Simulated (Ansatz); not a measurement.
Steps of a relaxation of C₃H₈BN (`CC1(C)BN1`) with RKS PBE0-D4/def2-TZVP.

```sh
$ ansatz run in.yaml --threads 4 --pin off --events-out ev --progress --plain --max-ram 10444MiB
```

```yaml
crystal:
  periodic: [false, false, false]
  atoms:
    - {symbol: C, position_ang: [-1.455519, -0.063439, 0.127507]}
    - {symbol: C, position_ang: [0.065335, 0.008802, 0.125413]}
    - {symbol: C, position_ang: [0.718344, -0.908478, -0.899545]}
    - {symbol: B, position_ang: [0.873183, 0.577214, 1.370100]}
    - {symbol: N, position_ang: [0.660278, 1.356706, 0.277664]}
    - {symbol: H, position_ang: [-1.899849, 0.620537, 0.877544]}
    - {symbol: H, position_ang: [-1.798719, -1.092647, 0.362055]}
    - {symbol: H, position_ang: [-1.880818, 0.200236, -0.868552]}
    - {symbol: H, position_ang: [0.443431, -1.967167, -0.711558]}
    - {symbol: H, position_ang: [1.823888, -0.836897, -0.871917]}
    - {symbol: H, position_ang: [0.387166, -0.667724, -1.936250]}
    - {symbol: H, position_ang: [1.375029, 0.541619, 2.464496]}
    - {symbol: H, position_ang: [0.708750, 2.196441, -0.302055]}
basis:
  gaussian: {orbitals: def2-TZVP}
hamiltonian: {xc: pbe0, dispersion: d4}
relax: {f_tol: 0.005, max_steps: 150}
```

Positions (Å) and forces (eV/Å) along the path, 6 of 6 steps:

```xyz
13
step=1 energy=-5402.6178 eV
C    -1.456   -0.063    0.128   -0.224   -0.031   -0.041
C     0.065    0.009    0.125    0.126    0.142    0.168
C     0.718   -0.908   -0.900    0.073   -0.129   -0.176
B     0.873    0.577    1.370   -0.139    0.204   -0.460
N     0.660    1.357    0.278   -0.005   -0.067    0.037
H    -1.900    0.621    0.878    0.248   -0.314   -0.348
H    -1.799   -1.093    0.362    0.185    0.478   -0.104
H    -1.881    0.200   -0.869    0.232   -0.116    0.468
H     0.443   -1.967   -0.712    0.114    0.504   -0.059
H     1.824   -0.837   -0.872   -0.533   -0.004    0.012
H     0.387   -0.668   -1.936    0.143   -0.089    0.506
H     1.375    0.542    2.464   -0.200    0.016   -0.438
H     0.709    2.196   -0.302   -0.020   -0.593    0.436
13
step=2 energy=-5402.6685 eV
C    -1.447   -0.065    0.125   -0.064   -0.008    0.000
C     0.065    0.005    0.128    0.081    0.107    0.082
C     0.712   -0.903   -0.894    0.028   -0.047   -0.039
B     0.867    0.573    1.361   -0.088    0.057   -0.243
N     0.657    1.347    0.276   -0.011   -0.078    0.052
H    -1.882    0.616    0.867    0.062   -0.093   -0.099
H    -1.787   -1.082    0.359    0.049    0.140   -0.031
H    -1.861    0.198   -0.862    0.071   -0.036    0.139
H     0.444   -1.951   -0.705    0.037    0.143   -0.023
H     1.806   -0.824   -0.868   -0.151   -0.008   -0.001
H     0.379   -0.662   -1.917    0.041   -0.026    0.153
H     1.363    0.540    2.442   -0.054    0.001   -0.115
H     0.706    2.176   -0.297    0.000   -0.151    0.122
13
step=3 energy=-5402.6737 eV
C    -1.444   -0.064    0.126    0.005    0.001   -0.009
C     0.065    0.007    0.126    0.029    0.013    0.056
C     0.712   -0.902   -0.891   -0.009    0.010   -0.007
B     0.862    0.571    1.352   -0.014   -0.011   -0.014
N     0.655    1.346    0.274   -0.015   -0.017   -0.023
H    -1.877    0.612    0.865   -0.002    0.005    0.005
H    -1.781   -1.078    0.358   -0.001   -0.007    0.002
H    -1.856    0.198   -0.857   -0.008    0.002   -0.008
H     0.445   -1.945   -0.701   -0.002   -0.005    0.005
H     1.800   -0.823   -0.865    0.007    0.002    0.000
H     0.378   -0.663   -1.909   -0.001   -0.002   -0.013
H     1.355    0.534    2.429    0.003   -0.003    0.008
H     0.706    2.174   -0.292    0.006    0.013   -0.001
13
step=4 energy=-5402.6737 eV
C    -1.443   -0.064    0.126   -0.003   -0.002    0.000
C     0.065    0.006    0.128    0.005    0.009   -0.001
C     0.711   -0.902   -0.891   -0.001   -0.006    0.000
B     0.862    0.571    1.353    0.002    0.000   -0.001
N     0.655    1.345    0.274   -0.006    0.000   -0.006
H    -1.877    0.612    0.865   -0.001    0.001    0.001
H    -1.781   -1.078    0.358   -0.001   -0.001    0.000
H    -1.855    0.198   -0.858    0.001    0.000    0.000
H     0.446   -1.945   -0.699    0.001   -0.003    0.000
H     1.800   -0.821   -0.867    0.002    0.000    0.000
H     0.376   -0.664   -1.909   -0.001    0.001    0.002
H     1.355    0.534    2.430    0.000   -0.002    0.001
H     0.707    2.173   -0.293    0.004    0.003    0.004
13
step=5 energy=-5402.6738 eV
C    -1.444   -0.064    0.125   -0.002    0.000    0.000
C     0.065    0.007    0.127    0.000    0.001   -0.001
C     0.711   -0.902   -0.891    0.001   -0.002   -0.001
B     0.862    0.571    1.353    0.003    0.003    0.003
N     0.655    1.346    0.274   -0.005   -0.002   -0.005
H    -1.877    0.612    0.865    0.000    0.000    0.000
H    -1.781   -1.078    0.357    0.000    0.001    0.000
H    -1.855    0.198   -0.858    0.001    0.000    0.001
H     0.447   -1.945   -0.698    0.001    0.001    0.000
H     1.800   -0.820   -0.867    0.000    0.000    0.000
H     0.375   -0.665   -1.909    0.000    0.000    0.001
H     1.355    0.533    2.430   -0.001   -0.001    0.000
H     0.708    2.174   -0.292    0.003    0.001    0.004
13
step=6 energy=-5402.6738 eV
C    -1.444   -0.064    0.125    0.000    0.000    0.000
C     0.065    0.007    0.127   -0.001   -0.002   -0.001
C     0.711   -0.902   -0.891    0.000    0.000    0.000
B     0.862    0.571    1.353    0.000    0.001   -0.002
N     0.655    1.346    0.274    0.001   -0.001    0.002
H    -1.877    0.612    0.865    0.000    0.000    0.000
H    -1.781   -1.078    0.357    0.000    0.000    0.000
H    -1.855    0.198   -0.858    0.000    0.000    0.000
H     0.448   -1.945   -0.697    0.000    0.000    0.001
H     1.800   -0.819   -0.869    0.000    0.000    0.000
H     0.374   -0.666   -1.909    0.000    0.000    0.000
H     1.355    0.532    2.429    0.000    0.000    0.001
H     0.709    2.174   -0.292    0.000    0.001    0.000
```

Hardware: 4 threads of an Intel Xeon Platinum 8488C on a shared host. Wall time 15 s, peak host memory 0.5 GiB.
